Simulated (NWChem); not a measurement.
Si2H5OF; SMILES O[SiH2][SiH2]F

```xyz
9

O      0.8191     2.0215    -0.3751
Si    -0.4062     1.1204     0.3240
Si    -0.4324    -1.1465    -0.3110
F      0.8422    -1.9385     0.3190
H      1.7229     1.7960    -0.1142
H     -1.6693     1.7360    -0.1605
H     -0.3802     1.2068     1.8167
H     -1.6785    -1.7916     0.1956
H     -0.3860    -1.3085    -1.7917
```
Atoms are numbered in this order, from 1.

Results from NWChem. All runs use the structure optimised with B3LYP/6-31G* (spherical d). Ions are spin-unrestricted doublets at the neutral geometry; other ion states weren't tried.

| level | vertical ionisation energy, ΔSCF (eV) | −ε(HOMO) (eV) | ΔSCF minus −ε(HOMO) (eV) |
|---|---|---|---|
| B3LYP/def2-SVPD | 10.10 | 7.83 | 2.27 |
| PBE/def2-SVPD | 9.73 | 6.75 | 2.98 |
| M06-2X/def2-SVPD | (withheld) | (withheld) | (withheld) |
| Hartree-Fock/def2-SVPD | 9.95 | 11.01 | -1.06 |

Q: Some entries are withheld; supply them.

A: 
- M06-2X/def2-SVPD, vertical ionisation energy, ΔSCF (eV): 10.30
- M06-2X/def2-SVPD, −ε(HOMO) (eV): 9.15
- M06-2X/def2-SVPD, ΔSCF minus −ε(HOMO) (eV): 1.15
